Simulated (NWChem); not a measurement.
Species: CH₃Cl₂Ga; SMILES [CH3][Ga]([Cl])[Cl]

```xyz
7

Ga     0.3175    -0.0006     0.0049
Cl    -0.8523    -1.8007    -0.0055
Cl    -0.8556     1.7977    -0.0051
C      2.2604     0.0054     0.0051
H      2.6370     0.8248     0.6332
H      2.6153     0.1667    -1.0245
H      2.6488    -0.9561     0.3673
```
Atoms are numbered in this order, from 1.

Program: NWChem. Pople sets run with spherical d functions. Geometry: optimised at PBE0/def2-SVP. GIAO values for the isolated, static molecule; σ is the absolute isotropic shielding, δ = σ(reference) − σ with the isolated reference molecule computed at the same levels (13C: tetramethylsilane, 1H: tetramethylsilane).

Problem. Predict the results for B3LYP/6-31G*. Quantities: σ Ga1 (ppm); σ Cl2 (ppm); σ Cl3 (ppm); δ C4 (ppm); δ H5 (rotor mean) (ppm).

Solution. 
```yaml
"σ Ga1 (ppm)": 1501.9
"σ Cl2 (ppm)": 827.5
"σ Cl3 (ppm)": 831.2
"δ C4 (ppm)": 5.3
"δ H5 (rotor mean) (ppm)": 0.53
```
